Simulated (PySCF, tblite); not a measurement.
Isomers of C4H7FO2Si, one GFN2-xTB conformer each. Single-point energies are computed at PBE0/pcSseg-1 (PySCF, gas phase, no added dispersion term), electronic only.

Question: Rank them by PBE0/pcSseg-1 energy, lowest first (kJ/mol).
A. `[CH:1]#[C:2][Si:3]([F:4])([O:5][CH3:6])[O:7][CH3:8]` with C2–Si3–O5–C6 173°, C2–Si3–O7–C8 63°
B. `[CH3:1][C:2]1=[C:3]([O:4][SiH2:5][OH:6])[C@H:7]1[F:8]` with C2–C3–O4–Si5 165°, C3–O4–Si5–O6 -16°, O4–Si5–O6–H -23°
C. `[CH3:1][O:2][C@@:3]1([F:4])[SiH2:5][C@H:6]1[CH:7]=[O:8]` with C1–O2–C3–F4 65°, Si5–C6–C7–O8 30°

Answer: A (0.0), B (202.2), C (390.2).

As drawn, the lowest has a C≡C bond, an Si–O bond and an Si–F bond, which the highest lacks; the highest has a three-membered ring and a C=O bond, which the lowest lacks. GFN2-xTB itself gives, in the same order: 0.0, 85.7, 353.6. Both levels put the same isomer lowest; measured from each level's own lowest isomer, the values differ by up to 116.5 kJ/mol (CC1=C(O[SiH2]O)[C@H]1F: 85.7 against 202.2).

Which frontier levels, dipoles and rotational constants go with these structures?

| SMILES | HOMO (eV, PBE0/pcSseg-1) | LUMO (eV) | dipole (D) | A, B, C (MHz) |
| --- | --- | --- | --- | --- |
| C#C[Si](F)(OC)OC | -8.40 | 0.07 | 1.57 | 1785, 1506, 1089 |
| CC1=C(O[SiH2]O)[C@H]1F | -7.26 | 0.64 | 1.75 | 3123, 1080, 840.4 |
| CO[C@@]1(F)[SiH2][C@H]1C=O | -7.10 | -1.15 | 1.87 | 2015, 1849, 1223 |

What happens when harmonic zero-point energies from GFN2-xTB frequencies are added?

| SMILES | ZPE (kJ/mol) | electronic (kJ/mol) | with ZPE (kJ/mol) |
| --- | --- | --- | --- |
| C#C[Si](F)(OC)OC | 274.2 | 0.0 | 0.0 |
| CC1=C(O[SiH2]O)[C@H]1F | 263.3 | 202.2 | 191.3 |
| CO[C@@]1(F)[SiH2][C@H]1C=O | 262.9 | 390.2 | 378.8 |

The zero-point energies span 11.3 kJ/mol. The order is unchanged.
